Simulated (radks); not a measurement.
The numbers below are computed, except where a source is named.
Task: Radial electron density D(r) = 4 pi r^2 rho(r) of an atom or ion with 24 electrons. Code: a radial shooting solver on a logarithmic mesh with Libxc functionals. Model: non-relativistic Kohn-Sham, PBE, spin-unpolarised, spherical densities, point nucleus.

r (bohr),D(r) (e/bohr)
0.002384,1.143
0.003006,1.751
0.003791,2.657
0.004781,3.982
0.006029,5.876
0.007604,8.504
0.009589,12.01
0.01209,16.45
0.01525,21.67
0.01923,27.22
0.02426,32.24
0.03059,35.57
0.03858,36.21
0.04865,34.10
0.06135,30.79
0.07737,29.23
0.09758,31.85
0.1231,37.72
0.1552,41.81
0.1957,38.76
0.2468,29.10
0.3113,20.33
0.3925,18.95
0.495,22.28
0.6243,22.23
0.7873,16.04
0.9929,8.078
1.252,2.794
1.579,0.6491
1.991,0.09565
2.511,0.007931

What is the nuclear charge?

Result: Z = 30. The innermost maximum, from 1s, lies near 1/Z = 0.0333 bohr (found: 0.0362), and its height grows with Z. The density is that of the zinc ion Zn6+ in [Ar] 3d6; the configuration itself is not fixed sharply by these data, and Z only to about a unit. D(r) has 3 maxima, at r = 0.0362, 0.160, 0.558 bohr, and minima at 0.0761, 0.362 bohr, inside which lie 2.10, 10.86 electrons.
